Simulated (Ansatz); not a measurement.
Reaction (redistribution): `[CH3][SnH2][CH2][AlH2]` + `[SiH3]BCl` → `[CH3][SnH2][BH][SiH3]` + `[AlH2][CH2]Cl`

Computed with Ansatz on PBE0-D4/def2-TZVP structures; ΔE is electronic, products minus reactants. CCSD(T)/CBS is the MP2 limit (def2-TZVPP, def2-QZVPP) plus CCSD(T) − MP2 in def2-TZVPP, frozen cores. This one scheme is used for every species. DFT in def2-TZVPP. def2 core potentials past Kr. For Sn outer-core shells are correlated without core-valence functions, which leaves a few kJ/mol of doubt a bond. One conformer a species, not always the lowest.

`[CH3][SnH2][CH2][AlH2]`:

```xyz
13

C     1.018    0.761    1.948
Sn    0.248    0.974   -0.035
C    -1.274   -0.511   -0.423
Al   -0.557   -1.594   -1.856
H     0.223    0.937    2.673
H     1.404   -0.250    2.083
H     1.824    1.474    2.121
H     1.527    0.699   -1.164
H    -0.359    2.549   -0.314
H    -1.419   -1.048    0.518
H    -2.188    0.030   -0.674
H    -0.845   -1.205   -3.370
H     0.399   -2.815   -1.507
```

`[SiH3]BCl`:

```xyz
7

Si   -0.461   -0.566    0.468
B     0.677    0.655   -0.664
Cl    0.440    2.378   -0.666
H    -1.159   -1.536   -0.423
H    -1.470    0.165    1.277
H     0.424   -1.346    1.379
H     1.549    0.250   -1.372
```

`[CH3][SnH2][BH][SiH3]`:

```xyz
13

C     0.902   -1.259   -1.423
Sn    1.484   -0.232    0.369
B    -0.186    0.974    1.277
Si   -2.036    0.930    0.515
H     0.071   -1.933   -1.212
H     1.738   -1.839   -1.814
H     0.587   -0.540   -2.180
H     2.838    0.762    0.018
H     2.009   -1.399    1.514
H     0.085    1.692    2.194
H    -2.402   -0.415   -0.010
H    -1.963    1.857   -0.658
H    -3.127    1.403    1.410
```

`[AlH2][CH2]Cl`:

Cartesian coordinates in Å:
```
Al -1.073 0.263 -0.194
C 0.812 -0.093 0.248
Cl 1.489 -1.425 -0.741
H -1.806 -0.558 -1.329
H -1.810 1.401 0.634
H 0.943 -0.372 1.297
H 1.445 0.784 0.085
```

| species | PBE0-D4 energy (Eh) |
| --- | --- |
| `[CH3][SnH2][CH2][AlH2]` | -538.15721 |
| `[SiH3]BCl` | -776.67302 |
| `[CH3][SnH2][BH][SiH3]` | -571.92597 |
| `[AlH2][CH2]Cl` | -742.83869 |

Problem. Work out ΔE.

Solution. ΔE = (-571.92597) + (-742.83869) − (-538.15721) − (-776.67302) = 0.06557 Eh = +1.78 eV. CCSD(T)/CBS gives +1.84 eV.

Largest T1 diagnostic among the species: 0.014.

In def2-TZVPP, CCSD(T) changes the Hartree–Fock value by +0.11 eV (the triples alone add +0.03 eV) and MP2 by +0.21 eV.
